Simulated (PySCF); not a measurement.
**Gas-phase thermal properties of GaCl2**

Method: PySCF energies (xtb for GFN2) plus ideal-gas RRHO corrections (1 bar). 6-31G* has spherical d functions here. Open shells (unrestricted): GaCl2 (multiplicity 2). GFN2 has no spin-polarisation term. B3LYP is the form with VWN-RPA correlation. Ga: all electrons, no relativistic terms. GaCl2: computed as isolated molecules; such fragments, hydroxides, amides, oligomers or adducts are transient or little studied in the gas. The harmonic model lacks anharmonicity and excited electronic states, which grow with temperature; levels with a mode under 35 cm⁻¹ are left out. Soft modes under 120 cm⁻¹ make the harmonic entropy rough for GaCl2.

```
level           point group  σ  ZPE (kJ/mol)  S°298 (J/mol/K)  Cp298 (J/mol/K)  S°1000 (J/mol/K)  H1000 − H298 (kJ/mol)
--------------  -----------  -  ------------  ---------------  ---------------  ----------------  ---------------------
B3LYP/6-31G*            C2v  2           5.0            304.6             54.3             373.1                   40.0
GFN2-xTB                C2v  2           4.1            309.1             55.4             378.2                   40.2
HF/6-31G*               C2v  2           5.7            301.3             53.5             369.4                   39.8
PBE/def2-SVP            C2v  2           5.1            304.2             54.1             372.6                   39.9
PBE0/def2-TZVP          C2v  2           5.4            302.6             53.7             370.8                   39.8
```
σ: rotational symmetry number. Electronic degeneracy used: 2. Frequencies are unscaled.
